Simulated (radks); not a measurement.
Spin polarisation of the 4f9 shell in the terbium ion Tb2+. Start: [Xe] 4f(up 4.5, down 4.5); electrons of 4f are moved from spin down to spin up, other shells keep equal spins. Method: non-relativistic Kohn-Sham, PBE, spin-polarised, spherical densities, point nucleus; computed with a radial shooting solver on a logarithmic mesh with Libxc functionals.

moment (Bohr magnetons)  E - E(0) (eV)  e(4f up) (eV)  e(4f down) (eV)  5p down minus up (eV)  5s down minus up (eV)
0                                0.000        -20.072          -20.072                  0.000                  0.000
1                               -0.190        -20.436          -19.677                  0.279                  0.362
2                               -0.759        -20.771          -19.253                  0.559                  0.725
3                               -1.708        -21.076          -18.799                  0.840                  1.089
4                               -3.035        -21.349          -18.316                  1.124                  1.456
5                               -4.741        -21.588          -17.801                  1.410                  1.826

At moment 5 the spin-polarisation energy is -4.741 eV and the 4f exchange splitting 3.787 eV, that is 0.757 eV per Bohr magneton; E = -I m^2/4 would give I = 0.759 eV.
